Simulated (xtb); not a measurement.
iodine monochloride (ClI), SMILES ClI. All values are semi-empirical tight-binding results from xtb (GFN2-xTB unless named), good for trends rather than for accurate numbers. Coordinates come from a GFN2-xTB optimisation.

```json
{
  "point_group_as_xtb_finds_it": "C∞v",
  "orbital_gap": "3.05 eV",
  "static polarisability (D4 model)": "48.5 bohr³",
  "solvation energy, GFN2-xTB/ALPB(water)": "-1.0 kcal/mol",
  "solvation energy, GFN2-xTB/ALPB(acetonitrile)": "-3.2 kcal/mol"
}
```
